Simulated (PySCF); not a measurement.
Computed IR spectrum (relative IR intensity) of a molecule C3H7NSi. Geometry: r2SCAN-D4/def2-SVP. The values are those of a single conformer. Method: r2SCAN-D4/def2-SVP in PySCF 2.14.0. Frequencies are harmonic and unscaled.

Lines under 2 % of the strongest are left out, and lines within 2 cm⁻¹ are merged.

ν (cm⁻¹): 181 (w), 336 (m), 396 (w), 563 (w), 608 (w), 636 (m), 684 (s), 756 (w), 766 (m), 881 (m), 918 (vs), 937 (w), 951 (m), 1205 (w), 1269 (m), 1462 (m), 1625 (m), 2040 (vw), 2201 (m), 2204 (s), 2238 (m), 3061 (w), 3537 (w), 3646 (w) (against the strongest line: vs over 80 %, s over 45 %, m over 15 %, w over 4 %, vw less)

Question: Pick the molecule that these values belong to.
A. C=C/C=N/[SiH3]
B. NC=C=C[SiH3]
C. CC1=NC[SiH2]1
D. C=C/N=C/[SiH3]

Answer: B, NC=C=C[SiH3]
